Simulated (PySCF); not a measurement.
C3H4FNSSi, SMILES Fc1scnc1[SiH3].

Geometry: ωB97X-D3(BJ)/def2-SVP. The structure was generated by enumeration, and PubChem lists no compound with its InChIKey, so it may never have been made.

All values below come from TDA-PBE/def2-SVPD run with PySCF.

Vertical excitations. Isolated molecule, no solvent. State labels are in the subgroup Cs.

Problem. Estimate the UV-visible absorptions. (Estimate from the structure and the level; the computed values follow.)

Solution. 
```json
[
 {"state": "S1", "symmetry": "A\"", "energy (eV)": "4.86", "λ (nm)": "255", "f": "0.000", "main pairs": "HOMO−1→LUMO 97 %"},
 {"state": "S2", "symmetry": "A\"", "energy (eV)": "5.25", "λ (nm)": "236", "f": "0.000", "main pairs": "HOMO→LUMO+1 100 %"},
 {"state": "S3", "symmetry": "A'", "energy (eV)": "5.39", "λ (nm)": "230", "f": "0.031", "main pairs": "HOMO→LUMO 57 %, HOMO−1→LUMO+1 18 %, HOMO−2→LUMO 11 %"},
 {"state": "S4", "symmetry": "A'", "energy (eV)": "5.64", "λ (nm)": "220", "f": "0.031", "main pairs": "HOMO−1→LUMO+1 68 %, HOMO→LUMO 14 %"},
 {"state": "S5", "symmetry": "A\"", "energy (eV)": "6.02", "λ (nm)": "206", "f": "0.005", "main pairs": "HOMO−1→LUMO+2 93 %"},
 {"state": "S6", "symmetry": "A'", "energy (eV)": "6.08", "λ (nm)": "204", "f": "0.018", "main pairs": "HOMO→LUMO+2 44 %, HOMO−2→LUMO 31 %, HOMO→LUMO 15 %"},
 {"state": "S7", "symmetry": "A\"", "energy (eV)": "6.17", "λ (nm)": "201", "f": "0.001", "main pairs": "HOMO→LUMO+3 98 %"},
 {"state": "S8", "symmetry": "A\"", "energy (eV)": "6.25", "λ (nm)": "199", "f": "0.000", "main pairs": "HOMO−2→LUMO+1 96 %"},
 {"state": "S9", "symmetry": "A\"", "energy (eV)": "6.45", "λ (nm)": "192", "f": "0.000", "main pairs": "HOMO−3→LUMO 99 %"},
 {"state": "S10", "symmetry": "A'", "energy (eV)": "6.45", "λ (nm)": "192", "f": "0.023", "main pairs": "HOMO−1→LUMO+3 95 %"},
 {"state": "T1", "symmetry": "A'", "energy (eV)": "3.79", "λ (nm)": "327", "f": "0", "main pairs": "HOMO→LUMO 97 %"},
 {"state": "T2", "symmetry": "A\"", "energy (eV)": "4.45", "λ (nm)": "279", "f": "0", "main pairs": "HOMO−1→LUMO 97 %"},
 {"state": "T3", "symmetry": "A'", "energy (eV)": "4.90", "λ (nm)": "253", "f": "0", "main pairs": "HOMO−2→LUMO 58 %, HOMO→LUMO+2 38 %"},
 {"state": "T4", "symmetry": "A'", "energy (eV)": "4.97", "λ (nm)": "249", "f": "0", "main pairs": "HOMO→LUMO+2 59 %, HOMO−2→LUMO 38 %"}
]
```
Triplets are in the Tamm–Dancoff approximation.
